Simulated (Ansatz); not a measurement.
Cost and result for the atomization energy of CH2SeZn (5 atoms, 3 bonds).

```xyz
5

C    -0.5684    0.0870    0.1313
Zn    2.6231   -0.0938   -0.1058
Se   -1.4535   -0.6944   -1.1553
H    -0.3092   -0.4360    1.0485
H    -0.2920    1.1372    0.0813
```

Charge 0, multiplicity 1. For Zn the d shell is correlated and the shells below it are frozen. Correlated methods include outer-core shells of Se, which these sets cover unevenly. Scalar relativity is left out up to krypton. The bonds changed during the relaxation, so this is another structure than the one it started from. Geometry: relaxed with PBE0-D4/def2-TZVP. Program: Ansatz. All runs use 2 threads of an Arm Neoverse V2 on a shared host. Times are those of one run each, without the atoms' runs, and a repeat can differ threefold. Electronic energies, without spin–orbit coupling; frozen cores. CCSD(T)/CBS adds CCSD(T) − MP2 in def2-TZVPP to the MP2 limit, and its time is that of the two runs behind it. T1 = 0.016; the RHF reference is unstable towards UHF. With those shells the extrapolation isn't a true limit.

CCSD(T)/CBS is a level of theory with its own doubt, some kJ/mol a heavy atom from the limit and from the frozen cores, so smaller differences don't rank the functionals.

| level | functions | wall time | atomization (kJ/mol) | difference from CCSD(T)/CBS | per bond |
| --- | --- | --- | --- | --- | --- |
| BLYP-D4/def2-TZVPP | 171 | 2.4 s | 1299.9 | 8.1 | 2.7 |
| PBE-D4/def2-TZVPP (with forces) | 171 | 2.6 s | 1327.6 | 35.8 | 11.9 |
| PBE0-D4/def2-TZVPP | 171 | 3.4 s | 1284.6 | -7.2 | -2.4 |
| CCSD(T)/def2-SVP | 87 | 3.8 s | 1203.8 | -88.0 | -29.3 |
| PBE-QIDH/def2-TZVPP | 171 | 5.5 s | 1264.1 | -27.7 | -9.2 |
| r2SCAN-D4/def2-TZVPP (with forces) | 171 | 6 s | 1284.8 | -7.0 | -2.3 |
| r2SCANh-D4/def2-TZVPP | 171 | 6 s | 1271.0 | -20.8 | -6.9 |
| B2PLYP/def2-TZVPP | 171 | 6.5 s | 1267.0 | -24.8 | -8.2 |
| ωB97X-V/def2-TZVPP | 171 | 8.5 s | 1271.0 | -20.8 | -6.9 |
| B97M-V/def2-TZVPP | 171 | 12 s | 1279.9 | -11.9 | -4.0 |
| MP2/def2-QZVPP | 306 | 23 s | 1293.3 | 1.5 | 0.5 |
| CCSD(T)/def2-TZVPP | 171 | 69 s | 1249.9 | -41.9 | -14.0 |
| CCSD(T)/CBS(def2) | – | 92 s | 1291.8 | 0.0 | 0.0 |

The D4 term adds +18.6 kJ/mol with B3LYP and +9.8 kJ/mol with PBE0; it sums over pairs of atoms, weighted by their polarisabilities, and B3LYP, whose exchange is more repulsive, gets the larger term. From PBE to PBE0 (25 % exact exchange), in def2-TZVPP and without D4, the atomization energy moves by −41.5 kJ/mol: exact exchange takes away binding that semilocal exchange gives to molecules. In def2-TZVPP, CCSD(T) changes the Hartree–Fock value by +404.3 kJ/mol (the triples alone add +34.2 kJ/mol) and MP2 by +423.4 kJ/mol; breaking electron pairs costs correlation energy, which Hartree–Fock lacks.

B3LYP here is the variant with VWN-RPA as its local correlation; programs differ in this.
